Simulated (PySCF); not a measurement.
trans-PtCl2(PF3)2 (singlet state).
Structure used (PBE0-D3(BJ)/def2-SVP), in Å, numbered top down from 1:
```xyz
11
Cl2F6P2Pt angstrom
Pt     0.008   -0.008    0.002
Cl     2.173    0.039    0.850
P      0.133    2.236    0.051
F      1.264    2.902   -0.800
F      0.387    2.898    1.445
F     -1.099    3.071   -0.431
Cl    -2.156   -0.055   -0.846
P     -0.115   -2.251   -0.045
F     -1.234   -2.919    0.820
F      1.124   -3.084    0.421
F     -0.386   -2.914   -1.436
```

Theory: PBE0-D3(BJ)/def2-SVP geometry optimisation, gas phase, def2 core potentials past Kr in PySCF.

Question: Which atoms are bound to Pt1, and at what distances?

Answer: 4 atoms: P8 2.247 Å, P3 2.247 Å, Cl2 2.325 Å, Cl7 2.325 Å. The nearest atom not counted as bound is F5, at 3.27 Å (others tie with it).

Question: List the angles at Pt1.

Answer: 
```csv
angle,degrees,distance of the outer atoms (Å)
Cl2–Pt1–Cl7,180.0,4.65
P3–Pt1–P8,180.0,4.49
P3–Pt1–Cl7,94.6,3.36
Cl2–Pt1–P8,94.5,3.36
Cl7–Pt1–P8,85.5,3.10
Cl2–Pt1–P3,85.4,3.10
```

Question: What is the shape at Pt1?

Answer: Square planar: angles from 85.4° to 180.0°; τ4 = (360° − α − β)/141° = 0.00 with α and β the two widest (0 for a square, 1 for a tetrahedron).

Question: What are the other bond lengths?

Answer: P3–F4 and 5 like bonds 1.564 Å.

Question: Give some angles away from the centre.

Answer: Pt1–P3–F4 117.0°, Pt1–P3–F6 118.9°, F4–P3–F5 100.8°, F4–P3–F6 100.0°.

Question: What are the rotational constants (commonest isotopes, rigid rotor)?

Answer: A = 851.1, B = 352.8, C = 279.9 MHz: an asymmetric top.

Point group: C2h (every atom within 0.08 Å of its image). Charge 0, singlet. No frequency check.

The run took 5.1 min of wall time on one thread of an Arm Neoverse V2, shared host with 32 logical CPUs at a one-minute load of 15, and the process peaked at 1.1 GiB of memory. This is the geometry optimisation.
